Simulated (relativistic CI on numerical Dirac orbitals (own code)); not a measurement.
# Hyperfine structure of Ba23+, mass number 137

Computed by Dirac-Coulomb-Breit CI, KLI orbitals optimised for each configuration, model QED (radiative potential, 1s self-energy scaled to tabulated hydrogen-like ionisation energies), unscaled Slater integrals (own radial code, finite nucleus).

CI space (outside the closed core [Ar] 3d10): 4s2.4p3, 4s.4p4, 4s2.4p2.4d, 4p5, 4s.4p3.4d, 4s2.4p2.4f, 4s.4p3.4f, 4p4.4d, 4s.4p2.4d2, 4s2.4p.4d.4f, 4p4.4f, 4s2.4p.4d2, 4s2.4d3, 4s.4p.4d3, 4s2.4d2.4f, 4s.4p.4d2.4f, 4p3.4d2, 4p2.4d3, 4p2.4d2.4f. Double excitations out of closed p, d and f shells are left out; levels of such configurations are missing from the list, as are those of other unlisted configurations, and high levels can miss mixing partners.

Nuclear spin I = 3/2, μ = 0.9375 μN, Q = 0.236 b (tables of Stone and Pyykkö). The electronic factors are computed for point nuclear moments, without core polarisation or the Bohr-Weisskopf and QED corrections.

| Level | E (cm⁻¹) | A (GHz) | B (GHz) |
| --- | --- | --- | --- |
| 4s2.4p3 2D°_5/2 | 162446 | 23.25 | -0.0109 |
| 4s2.4p3 2P°_1/2 | 200290 | 72.15 |  |
| 4s2.4p3 2P°_3/2 | 336820 | 11.55 | -8.69 |
| 4s.4p4 4P_5/2 | 568709 | 53.19 | 3.98 |
| 4s.4p4 4P_1/2 | 646120 | 188.3 |  |
| 4s.4p4 2D_5/2 | 768739 | 60.06 | -11.4 |

Levels with J = 0, under 50 % of one LS term, or S terms without an open s electron are left out. Small factors come from cancelling terms and can be off by tens of per cent or more.

At this charge energies of transitions that change n are usually good to better than 1 %, and those within a shell (Δn = 0) to a few per cent.

Task: Give the hyperfine levels of 4s2.4p3 2P°_1/2 relative to its centre of gravity.

Result: With K = F(F + 1) − I(I + 1) − J(J + 1), E = AK/2: F = 1: -90.18, F = 2: 54.11 GHz.

LS names give the leading component of a level, which can be under half, so a name can repeat, a term be missing and a line seem to break the LS rules.
